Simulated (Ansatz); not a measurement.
H$_{2}$Te, charge -1, doublet, at the geometry of the source list (a state made from the parent by changing its charge; the spin is typed, not shown lowest) (core potentials on Te) (a gas-phase anion, which may not be bound at this level); WB97M-V/def2-SVP run with Ansatz (a first-principles code).

Ansatz was given this input:
Ansatz 0.2 input:
```yaml
crystal:
  periodic: [false, false, false]
  atoms:
    - {symbol: Te, position_ang: [-0.00170000, 0.78910000, 0.00000000]}
    - {symbol: H, position_ang: [-1.13910000, -0.39800000, 0.00000000]}
    - {symbol: H, position_ang: [1.14080000, -0.39100000, 0.00000000]}
basis:
  gaussian:
    orbitals: def2-SVP
hamiltonian:
  xc: {name: wB97M-V}
total_charge: -1
magnetization: {spin_polarized: true, initial_magnetization: 1}
```

The log (banner, timings and long lists left out):

```
Functional definition: wB97M-V
435 factors; integrals over basis functions are off by at most 5.5e-4 eV
114 factors; integrals over basis functions are off by at most 6.4e-6 eV
mean field evaluation 1: about -7321.8852 eV, gradient 8.5e0 eV
mean field evaluation 2: about -7322.2841 eV, gradient 4.0e0 eV
mean field evaluation 4: about -7322.3550 eV, gradient 4.6e-1 eV
mean field evaluation 8: about -7322.3797 eV, gradient 3.6e-2 eV
mean field evaluation 16: about -7322.3797 eV, gradient 1.5e-4 eV
a density is far from that of the atoms, so the factors are made again for it
444 factors; integrals over basis functions are off by at most 5.5e-4 eV
114 factors; integrals over basis functions are off by at most 5.2e-6 eV
mean field -7322.37962246 eV, -269.0924878381 hartree, gradient 2.4e-5 eV, S^2 0.752857; 0 other end points of the search recorded, 0 dependent functions left out
reference -7322.37964920 eV, -269.0924888210 hartree; 14, 13 occupied and 22, 23 virtual orbitals, 444 factors
Total energy: -7322.37964920 eV, -269.0924888210 hartree
```
